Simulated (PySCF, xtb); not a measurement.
In(Br)(OMe)(NH2) (CH5BrInNO), SMILES C[O][In]([Br])[NH2]. The values are those of a single conformer.

Harmonic wavenumbers (cm⁻¹) from GFN2-xTB run with xtb at its own minimum, in rising order: 49, 65, 68, 74, 122, 158, 194, 248, 352, 428, 646, 675, 1039, 1126, 1133, 1404, 1448, 1466, 1471, 2879, 2894, 2933, 3346, 3383.

### Question
What does PBE-D3(BJ)/def2-SVP run with PySCF give at its own minimum? (The exact figures need the calculation; the answer reports its results.)

### Answer
24, 62, 70, 84, 132, 206, 211, 253, 480, 516, 610, 801, 1072, 1125, 1138, 1411, 1414, 1426, 1474, 2879, 2939, 2987, 3403, 3508. Paired by order, the mean absolute difference is 38 cm⁻¹ and the zero-point energies are 39.5 and 40.3 kcal/mol.
